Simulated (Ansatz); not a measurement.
Spectroscopic constants of InI, closed-shell singlet (the spin of the measured ground state). No spin–orbit coupling.

D_e counts from the fitted minimum to each atom's lowest state at the same level, without counterpoise. The singlet is restricted.

Correlated levels freeze the inner cores; with def2 sets outer-core shells near the valence are correlated too. CBS: X⁻³ extrapolation of the correlation energy, Hartree–Fock from the larger set.

Run with Ansatz (an electronic-structure program) with Gaussian orbitals.  In def2 rows elements past Kr take small-core potentials, without spin–orbit coupling.

PBE/def2-TZVPP gives 362.2 kJ/mol for the bond energy D_e.

Problem. How do the other levels lie against it? Give each less PBE: r2SCAN/def2-TZVPP, B3LYP/def2-TZVPP, wB97M-V/def2-TZVPP, B2PLYP/def2-TZVPP, CCSD(T)/CBS(def2-TZVPP, def2-QZVPP).

Solution. r2SCAN/def2-TZVPP -3.1; B3LYP/def2-TZVPP -18.7; wB97M-V/def2-TZVPP -17.6; B2PLYP/def2-TZVPP -11.9; CCSD(T)/CBS(def2-TZVPP, def2-QZVPP) 9.3 kJ/mol. 1 of 5 lie above PBE; the widest gap is to B3LYP/def2-TZVPP.
